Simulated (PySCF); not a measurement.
## Dipole response of As⁺ (arsenic, charge +1)

[Ar] 3d10 4s2 4p2, high-spin 3P determinant. All numbers are calculated (PySCF 2.14, the non-relativistic Hamiltonian (point nucleus), in def2-TZVPPD (7s5p5d1f, 54 functions)). Coupled (time-dependent) response in atomic units; α is the mean over directions.

```
method  mean α (bohr³)         α xx, yy, zz  C₆ (like pair)  S(−4)
   UHF           17.72  16.68, 18.24, 18.24           109.7  90.53
   PBE           17.39  15.97, 18.11, 18.11           105.9  90.18
  PBE0           17.29  16.04, 17.92, 17.92           105.5  87.18
  BLYP           17.42  15.84, 18.21, 18.21           105.7  91.68
```

S(−4) is the Cauchy moment in α(ω) = α(0) + S(−4) ω² + …

Spin-orbit coupling is absent.

α(iu) at PBE0:

| u (hartree) | α(iu) (bohr³) |
| --- | --- |
| 0 | 17.29 |
| 0.0500 | 17.08 |
| 0.100 | 16.47 |
| 0.200 | 14.45 |
| 0.300 | 12.06 |
| 0.500 | 8.035 |
| 0.750 | 5.000 |
| 1.00 | 3.350 |
| 1.50 | 1.806 |
| 2.00 | 1.142 |
| 3.00 | 0.5882 |
| 5.00 | 0.2465 |

For an ion, C₆ is the dispersion term alone; charge-induced terms of lower order in 1/R come first.

The components differ because the open shell of this determinant is not spherical; for a pure term their mean is the scalar polarisability.
